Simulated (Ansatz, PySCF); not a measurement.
ITl, SMILES [I][Tl] (connectivity only; charge and spin as stated), charge -1, multiplicity 2. Atoms are numbered in the order given.

```xyz
2

Tl     0.0000     0.0000    -1.2334
I      0.0000     0.0000     1.8549
```
Charge -1, spin multiplicity 2.

The structure is a stationary point at PBE0-D3(BJ)/def2-TZVPD. The spin state was assumed, not searched. The def2 effective core potentials stand for the cores of I, Tl; spin–orbit coupling is left out.

Two levels are set side by side: PBE-D3(BJ)/def2-TZVPD (Ansatz, an electronic-structure program) and PBE0-D3(BJ)/def2-TZVPD (Ansatz). Each level has its own optimised geometry; the coordinates shown are those of the second. Frequencies come from the Hessian of PySCF at each geometry. Differences are taken from unrounded values.

| quantity | PBE0-D3(BJ) | PBE-D3(BJ) | PBE-D3(BJ) minus PBE0-D3(BJ) |
|---|---|---|---|
| bond Tl1–I2 (Å) | 3.088 | 3.101 | 0.013 |
| highest harmonic wavenumber (cm⁻¹) | 94 | 94 | -1 |
| mean harmonic wavenumber (cm⁻¹) | 94 | 94 | -1 |
| zero-point energy (kcal/mol) | 0.13 | 0.13 | 0.00 |

On these quantities the two levels nearly agree.
